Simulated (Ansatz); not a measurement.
Energy profile

The step: BHCl₂ ([Cl][BH][Cl]) + HF + HF → BCl₂F ([F][B]([Cl])[Cl]) + HF + H₂; bonds formed: B1–F6, H2–H7, H5–F8; bonds broken: B1–H2, H5–F6, H7–F8 (atoms numbered as in the saddle structure below).

```xyz
8
angstrom
B -0.4836 0.2889 -0.5727
H 0.8154 0.1858 -0.6050
Cl -1.1161 -0.7918 -1.8389
Cl -0.8611 2.0269 -0.6567
H 0.1177 -0.5573 1.2887
F -0.8906 -0.2437 0.7848
H 1.1858 -0.2342 0.2904
F 1.2326 -0.6745 1.3093
```

Electronic energies by CCSD(T) at an estimated basis limit (MP2 extrapolated from triple and quadruple zeta, plus CCSD(T) − MP2 in triple zeta), on PBE0-D4/def2-TZVP structures; BH$_{3}$Cl$_{2}$F$_{2}$, closed shell; no counterpoise correction. Ansatz 0.2.0; basis: def2-TZVPP and def2-QZVPP; cores frozen in the correlated methods. Extrapolation: Hartree–Fock as exp(−7.88 √X), correlation as X^−2.97.

(1) Give the profile in kcal/mol, counted from the separated reactants. (An estimate is asked for; the value comes from the calculation.)

The T1 diagnostic stays at or below 0.012.

Results:

(1) By the calculation:
```tsv
point	kcal/mol
separated: BHCl$_{2}$ (linked as [Cl][BH][Cl]; B1, H2, Cl3, Cl4; singlet) + HF (H5, F6; singlet) + HF (H7, F8; singlet)	0.00
start structure	-9.51
saddle	10.87
end structure	-28.61
separated: BCl$_{2}$F (linked as [F][B]([Cl])[Cl]; B1, Cl3, Cl4, F6; singlet) + H$_{2}$ (H2, H7; singlet) + HF (H5, F8; singlet)	-25.28
```

For scale, one of the runs: CCSD(T)/def2-TZVPP, 219 basis functions, launched by `ansatz run in.yaml --threads 4 --pin off --events-out ev --progress --plain --max-ram 9574MiB`. Time: 110 s of wall clock on 4 CPU threads of an Arm Neoverse V1; the host was shared. Peak host memory: 3.4 GiB.
